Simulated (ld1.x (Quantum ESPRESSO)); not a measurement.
Values are calculated unless marked as measured or tabulated.
**Pseudopotentials across the periodic table**

Generated with ld1.x 7.5 (TM, RRKJ, ultrasoft, PAW), atompaw 4.2 or ONCVPSP 4.0.1. The cutoff is in Ry: for ld1.x and atompaw files where the sum of valence levels is converged to 10 mRy in a Bessel basis, for ONCV files where the hardest occupied wave has 1 mHa per electron of residual kinetic energy. The error is the largest all-electron minus pseudo excitation energy over each file’s own four to seven test configurations (ionisations up to +4, promotions, holes and added fractions of an electron), all of which were solved. The labels leave out finer settings (local radius, basis sizes, second energies), which also bear on the numbers. Spin-polarised tests are not counted. The rows are a selection from randomly drawn settings: files with unsolved tests, undetermined cutoffs or missed reference levels are left out.

A true bound ghost makes a file unfit for plane-wave use even where its test errors are small: the radial tests pick states by their node count and pass the ghost by.

```tsv
element	potential	cutoff (Ry)	largest error (meV)	bound ghosts
Si	PAW, LDA (PZ), scalar-relativistic, rc 1.55/2.65/2.60 (spd), local smoothed, core correction yes, reference 3s2 3p2	15	-72	none
Fe	ultrasoft, PBE, scalar-relativistic, rc 2.90/3.50/1.50 (spd), local smoothed, core correction yes, reference 3d6 4s1.5 4p0.5	45	-55	none
Tc	TM semilocal, PBE, scalar-relativistic, rc 2.00/3.40/1.45 (spd), local p, core correction no, reference 4d5 5s2 5p0	50	+124	none
I	ultrasoft, LDA (PZ), scalar-relativistic, rc 1.80/1.85/0.90 (spd), local smoothed, core correction no, reference 4d10 5s1.5 5p5.5	160	-248	s, p
Pm	PAW, PBEsol, scalar-relativistic, rc 1.90/2.55/3.30/0.95 (spdf), local smoothed, core correction yes, reference 4f5 5s2 5p6 5d0 6s1.5 6p0.5	200	+47	none
```

Q: Fill in the row for I: PAW, PBE, scalar-relativistic, rc 1.95/1.85/1.00 (spd), local smoothed, core correction yes, reference 4d10 5s2 5p4.

A: cutoff 160 Ry, largest error -148 meV, bound ghosts: s, p.

Q: Fill in the row for Re: RRKJ, LDA (PZ), scalar-relativistic, rc 2.70/3.95/2.45 (spd), local s, core correction no, reference 5d5 6s2 6p0.

A: cutoff 25 Ry, largest error +21 meV, bound ghosts: none.
